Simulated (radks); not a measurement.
Polarisability of the technetium ion Tc+, [Kr] 4d5 5s1, at imaginary frequency. All-electron calculation, scalar-relativistic Kohn-Sham, LB94 model potential, spin-polarised, spherical densities, finite nucleus; open shells are filled with parallel spins first (spin-orbit coupling, left out, can overturn this in heavy ions); Fermi nuclear charge, rms radius 4.4112 fm. Program: a radial shooting solver on a logarithmic mesh with Libxc functionals. Response by self-consistent Sternheimer equations with the Hartree and adiabatic LDA kernel, the relativistic mass of each level held fixed and spin-orbit coupling left out.

w (hartree),alpha1(iw) (bohr^3)
0.00266,28.98
0.0143,28.90
0.0360,28.41
0.0697,26.99
0.118,24.09
0.186,19.84
0.280,15.18
0.413,11.05
0.605,7.787
0.892,5.275
1.35,3.327
2.12,1.848
3.59,0.8390
6.94,0.2897
17.5,0.06693

Static values: alpha1 = 28.99 bohr^3 (4.296 angstrom^3; uncoupled 46.73). C6 = 206.4, triple-dipole C9 = 4008 atomic units. One-pole (London) frequency 4 C6 / (3 alpha1^2) = 0.327 hartree, against 0.628 for minus the highest occupied eigenvalue.
